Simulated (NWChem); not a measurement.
System: C₃H₃NO₃S₂; SMILES O=S(=O)(c1cscn1)O

Input file for NWChem:

```
start job
memory heap 200 mb stack 900 mb global 1100 mb
geometry units angstroms noautoz
  O     -0.755596     2.017260    -1.275190
  S     -0.169083     1.588247     0.000000
  O     -0.755596     2.017260     1.275190
  O      1.436254     1.914493     0.000000
  C     -0.038714    -0.219453     0.000000
  C     -1.084947    -1.116138     0.000000
  S     -0.440013    -2.720688     0.000000
  C      1.172141    -2.064467     0.000000
  N      1.222196    -0.751234     0.000000
  H      1.880253     1.018214     0.000000
  H     -2.163143    -0.918819     0.000000
  H      2.054972    -2.719617     0.000000
end
basis spherical
  * library def2-svp
end
dft
  xc b3lyp
  iterations 150
  mulliken
end
task dft energy
```

Output (shortened):

```
             Northwest Computational Chemistry Package (NWChem) 7.3.0
             --------------------------------------------------------

 CS  symmetry detected

                             Geometry "geometry" -> ""
                             -------------------------

 Output coordinates in angstroms (scale by  1.889725989 to convert to a.u.)

  No.       Tag          Charge          X              Y              Z
 ---- ---------------- ---------- -------------- -------------- --------------
    1 O                    8.0000    -0.74161705     2.00949160    -1.27519000
    2 S                   16.0000    -0.15881053     1.57545678     0.00000000
    3 O                    8.0000    -0.74161705     2.00949160     1.27519000
    4 O                    8.0000     1.44926942     1.88790228     0.00000000
    5 C                    6.0000    -0.04397294    -0.23329630     0.00000000
    6 C                    6.0000    -1.09786910    -1.12096198     0.00000000
    7 S                   16.0000    -0.46674060    -2.73099222     0.00000000
    8 C                    6.0000     1.15099031    -2.08864245     0.00000000
    9 N                    7.0000     1.21232301    -0.77588782     0.00000000
   10 H                    1.0000     1.88555378     0.98784277     0.00000000
   11 H                    1.0000    -2.17433053    -0.91438947     0.00000000
   12 H                    1.0000     2.02816157    -2.75135104     0.00000000

 Effective nuclear repulsion energy (a.u.)     644.2532866121

      Symmetry information
      --------------------

 Group name             Cs
 Group number              2
 Group order               2
 No. of unique centers    11

                                 NWChem DFT Module
                                 -----------------

 Summary of "ao basis" -> "ao basis" (spherical)
 ------------------------------------------------------------------------------
       Tag                 Description            Shells   Functions and Types
 ---------------- ------------------------------  ------  ---------------------
 O                          def2-svp                 6       14   3s2p1d
 S                          def2-svp                 8       18   4s3p1d
 C                          def2-svp                 6       14   3s2p1d
 N                          def2-svp                 6       14   3s2p1d
 H                          def2-svp                 3        5   2s1p

      Symmetry analysis of basis
      --------------------------

        a'        102
        a"         47

            General Information
            -------------------
          SCF calculation type: DFT
          Wavefunction type:  closed shell.
          No. of atoms     :    12
          No. of electrons :    84
           Alpha electrons :    42
            Beta electrons :    42
          Charge           :     0
          Spin multiplicity:     1
          Use of symmetry is: on ; symmetry adaption is: on
          Maximum number of iterations: 150
          AO basis - number of functions:   149
                     number of shells:    67
          Convergence on energy requested:  1.00D-06
          Convergence on density requested:  1.00D-05
          Convergence on gradient requested:  5.00D-04

              XC Information
              --------------
                         B3LYP Method XC Potential
                     Hartree-Fock (Exact) Exchange  0.200
                        Slater Exchange Functional  0.800 local
                    Becke 1988 Exchange Functional  0.720 non-local
              Lee-Yang-Parr Correlation Functional  0.810
                  VWN I RPA Correlation Functional  0.190 local

             Grid Information
             ----------------
          Grid used for XC integration:  medium
          Radial quadrature: Mura-Knowles
          Angular quadrature: Lebedev.
          Tag              B.-S. Rad. Rad. Pts. Rad. Cut. Ang. Pts.
          ---              ---------- --------- --------- ---------
          O                   0.60       49          13.0       434
          S                   1.00       88          12.0       590
          C                   0.70       49          10.0       434
          N                   0.65       49          10.0       434
          H                   0.35       45          12.0       434
          Grid pruning is: on
          Number of quadrature shells:   605
          Spatial weights used:  Erf1

      Superposition of Atomic Density Guess
      -------------------------------------

 Sum of atomic energies:       -1187.38454872

      Non-variational initial energy
      ------------------------------

 Total energy =   -1191.997935
 1-e energy   =   -2919.005848
 2-e energy   =    1082.754626
 HOMO         =      -0.249958
 LUMO         =      -0.000298

      Symmetry analysis of molecular orbitals - initial
      -------------------------------------------------

  Numbering of irreducible representations:

     1 a'          2 a"

  Orbital symmetries:

     1 a'          2 a'          3 a'          4 a"          5 a'
     6 a'          7 a'          8 a'          9 a'         10 a'
    11 a'         12 a"         13 a'         14 a'         15 a'
    16 a'         17 a"         18 a'         19 a'         20 a'
    21 a"         22 a'         23 a'         24 a'         25 a'
    26 a'         27 a'         28 a'         29 a"         30 a'
    31 a'         32 a"         33 a"         34 a'         35 a'
    36 a"         37 a'         38 a"         39 a'         40 a'
    41 a"         42 a"         43 a"         44 a"         45 a'
    46 a'         47 a'         48 a'         49 a'         50 a'
    51 a'         52 a'

     ---------------------------------------------
      Total Density - Mulliken Population Analysis
     ---------------------------------------------

    Atom       Charge   Shell Charges
 -----------   ------   -------------------------------------------------------
    1 O    8     8.91   1.99  1.13  0.73  3.04  1.99  0.01
    2 S   16    13.97   2.00  1.99  0.98  0.15  5.93  1.26  1.22  0.44
    3 O    8     8.91   1.99  1.13  0.73  3.04  1.99  0.01
    4 O    8     8.66   1.99  1.11  0.66  2.96  1.93  0.01
    5 C    6     5.93   1.99  0.97  0.15  1.82  0.94  0.06
    6 C    6     6.09   1.99  0.97  0.31  1.89  0.90  0.03
    7 S   16    15.86   2.00  1.99  1.19  0.65  5.94  1.68  2.33  0.08
    8 C    6     5.74   1.99  0.95  0.26  1.70  0.78  0.05
    9 N    7     7.49   1.99  1.07  0.53  2.39  1.48  0.03
   10 H    1     0.67   0.50  0.10  0.06
   11 H    1     0.89   0.66  0.21  0.02
   12 H    1     0.90   0.66  0.21  0.02

   convergence    iter        energy       DeltaE   RMS-Dens  Diis-err
 ---------------- ----- ----------------- --------- --------- ---------
 d= 0,ls=0.0,diis     1  -1191.9969725917 -1.84D+03  2.20D-02  2.69D+00
 d= 0,ls=0.0,diis     2  -1191.3353201554  6.62D-01  1.49D-02  9.81D+00
 d= 0,ls=0.0,diis     3  -1192.2837299898 -9.48D-01  3.38D-03  2.17D-01
 d= 0,ls=0.0,diis     4  -1192.2949263370 -1.12D-02  1.63D-03  1.07D-01
 d= 0,ls=0.0,diis     5  -1192.3060479793 -1.11D-02  4.53D-04  7.41D-03
  Resetting Diis
 d= 0,ls=0.0,diis     6  -1192.3067805698 -7.33D-04  1.49D-04  7.72D-04
 d= 0,ls=0.0,diis     7  -1192.3068629278 -8.24D-05  9.94D-05  5.63D-05
 d= 0,ls=0.0,diis     8  -1192.3068461583  1.68D-05  6.83D-05  2.00D-04
 d= 0,ls=0.0,diis     9  -1192.3068689319 -2.28D-05  9.25D-06  2.36D-06
 d= 0,ls=0.0,diis    10  -1192.3068692102 -2.78D-07  2.54D-06  2.21D-07

         Total DFT energy =    -1192.306869210213
      One electron energy =    -2919.508561448619
           Coulomb energy =     1184.451155993447
    Exchange-Corr. energy =     -101.502750367155
 Nuclear repulsion energy =      644.253286612114

 Numeric. integr. density =       83.999993424290

                  Occupations of the irreducible representations
                  ----------------------------------------------

                     irrep           alpha         beta
                     --------     --------     --------
                     a'               31.0         31.0
                     a"               11.0         11.0

                       DFT Final Molecular Orbital Analysis
                       ------------------------------------

 Vector   40  Occ=2.000000D+00  E=-3.219040D-01  Symmetry=a'
              MO Center= -2.1D-01,  1.3D+00,  5.7D-13, r^2= 3.6D+00
   Bfn.  Coefficient  Atom+Function         Bfn.  Coefficient  Atom+Function
  ----- ------------  ---------------      ----- ------------  ---------------
     5      0.349758   1 O  py               37      0.349758   3 O  py
     8      0.253338   1 O  py               40      0.253338   3 O  py
    65      0.245817   5 C  py               62      0.188810   5 C  s
    68      0.178006   5 C  py               50      0.167647   4 O  px
   125      0.152627   9 N  py               53      0.145624   4 O  px

 Vector   41  Occ=2.000000D+00  E=-2.962498D-01  Symmetry=a"
              MO Center= -1.6D-01,  1.5D+00, -4.2D-15, r^2= 3.9D+00
   Bfn.  Coefficient  Atom+Function         Bfn.  Coefficient  Atom+Function
  ----- ------------  ---------------      ----- ------------  ---------------
     4      0.325703   1 O  px               36     -0.325703   3 O  px
    52      0.321519   4 O  pz                7      0.242528   1 O  px
    39     -0.242528   3 O  px               55      0.234958   4 O  pz
     6     -0.153982   1 O  pz               38     -0.153982   3 O  pz
    66     -0.146534   5 C  pz               80     -0.134220   6 C  pz

 Vector   42  Occ=2.000000D+00  E=-2.895705D-01  Symmetry=a"
              MO Center= -3.7D-01,  2.2D-01, -1.9D-13, r^2= 5.3D+00
   Bfn.  Coefficient  Atom+Function         Bfn.  Coefficient  Atom+Function
  ----- ------------  ---------------      ----- ------------  ---------------
    80      0.272519   6 C  pz               66      0.267365   5 C  pz
   112     -0.232603   8 C  pz                5     -0.226537   1 O  py
    37      0.226537   3 O  py               83      0.200869   6 C  pz
   115     -0.182148   8 C  pz                6     -0.178725   1 O  pz
    38     -0.178725   3 O  pz              101     -0.173276   7 S  pz

 Vector   43  Occ=0.000000D+00  E=-8.328862D-02  Symmetry=a"
              MO Center=  6.4D-02, -1.7D+00, -1.2D-15, r^2= 3.3D+00
   Bfn.  Coefficient  Atom+Function         Bfn.  Coefficient  Atom+Function
  ----- ------------  ---------------      ----- ------------  ---------------
   101      0.496547   7 S  pz              115     -0.443416   8 C  pz
    83     -0.425578   6 C  pz              112     -0.399273   8 C  pz
    80     -0.357030   6 C  pz               98      0.245675   7 S  pz
   129      0.233115   9 N  pz               69      0.222176   5 C  pz
   126     -0.203170   9 N  pz               66      0.174494   5 C  pz

 Vector   44  Occ=0.000000D+00  E=-2.274469D-02  Symmetry=a"
              MO Center=  2.6D-01, -6.7D-01, -2.2D-15, r^2= 3.1D+00
   Bfn.  Coefficient  Atom+Function         Bfn.  Coefficient  Atom+Function
  ----- ------------  ---------------      ----- ------------  ---------------
    69      0.516750   5 C  pz              129     -0.500828   9 N  pz
    66      0.398131   5 C  pz              126      0.398088   9 N  pz
    83     -0.396038   6 C  pz              115      0.340499   8 C  pz
    80     -0.241895   6 C  pz              112      0.236046   8 C  pz
    27      0.207282   2 S  pz                5     -0.109156   1 O  py

 Vector   45  Occ=0.000000D+00  E=-1.980331D-02  Symmetry=a'
              MO Center= -2.8D-01, -2.0D+00, -3.3D-15, r^2= 4.0D+00
   Bfn.  Coefficient  Atom+Function         Bfn.  Coefficient  Atom+Function
  ----- ------------  ---------------      ----- ------------  ---------------
    77      0.946259   6 C  s                99      0.854746   7 S  px
   109     -0.836473   8 C  s               100     -0.457175   7 S  py
    63     -0.413297   5 C  s                67      0.327478   5 C  px
   146      0.290597  12 H  s                82     -0.275664   6 C  py
   108     -0.258353   8 C  s                81      0.252926   6 C  px

     ---------------------------------------------
      Total Density - Mulliken Population Analysis
     ---------------------------------------------

    Atom       Charge   Shell Charges
 -----------   ------   -------------------------------------------------------
    1 O    8     8.44   1.99  1.11  0.76  2.81  1.75  0.02
    2 S   16    15.01   2.00  1.98  1.26  0.05  5.92  1.71  1.36  0.73
    3 O    8     8.44   1.99  1.11  0.76  2.81  1.75  0.02
    4 O    8     8.36   1.99  1.10  0.66  2.86  1.73  0.01
    5 C    6     6.03   1.99  0.96  0.09  2.10  0.84  0.06
    6 C    6     6.07   1.99  0.94  0.28  2.07  0.75  0.03
    7 S   16    15.85   2.00  1.98  1.29  0.58  5.93  1.85  2.12  0.11
    8 C    6     5.99   1.99  0.95  0.22  2.04  0.73  0.05
    9 N    7     7.17   1.99  1.05  0.51  2.38  1.22  0.03
   10 H    1     0.79   0.63  0.09  0.07
   11 H    1     0.93   0.72  0.18  0.02
   12 H    1     0.92   0.73  0.17  0.02

     -------------------------------------------
      Total Density - Lowdin Population Analysis
     -------------------------------------------

    Atom       Charge   Shell Charges
 -----------   ------   -------------------------------------------------------
    1 O    8     8.49   1.98  0.99  0.73  2.69  2.07  0.03
    2 S   16    14.79   2.00  1.93  0.78  0.36  5.79  1.63  1.36  0.95
    3 O    8     8.49   1.98  0.99  0.73  2.69  2.07  0.03
    4 O    8     8.27   1.97  0.94  0.64  2.70  1.99  0.02
    5 C    6     6.19   1.96  0.66  0.31  1.95  1.18  0.13
    6 C    6     6.18   1.97  0.64  0.34  1.89  1.26  0.08
    7 S   16    15.53   2.00  1.95  0.96  0.61  5.81  1.90  2.16  0.14
    8 C    6     6.11   1.97  0.64  0.33  1.86  1.19  0.12
    9 N    7     7.12   1.97  0.80  0.46  2.23  1.60  0.06
   10 H    1     0.93   0.52  0.22  0.19
   11 H    1     0.95   0.61  0.26  0.07
   12 H    1     0.96   0.63  0.27  0.07

     Multipole analysis of the density
     ---------------------------------

     L   x y z        total         alpha         beta         nuclear
     -   - - -        -----         -----         ----         -------
     0   0 0 0      0.000000    -42.000000    -42.000000     84.000000

     1   1 0 0      0.329223      0.164611      0.164611     -0.000000
     1   0 1 0     -2.670137     -1.335068     -1.335068      0.000000
     1   0 0 1      0.000000      0.000000      0.000000      0.000000

     2   2 0 0    -44.520568   -142.549439   -142.549439    240.578310
     2   1 1 0      0.400848      1.729760      1.729760     -3.058672
     2   1 0 1      0.000000      0.000000      0.000000      0.000000
     2   0 2 0    -48.961492   -559.791809   -559.791809   1070.622126
     2   0 1 1     -0.000000     -0.000000     -0.000000      0.000000
     2   0 0 2    -52.774385    -72.842727    -72.842727     92.911068
```

Level: B3LYP/def2-SVP. Geometry: optimised at PBE-D3(BJ)/def2-SVP. No frequency run checked for a minimum. B3LYP is NWChem's, with the RPA form of VWN correlation.
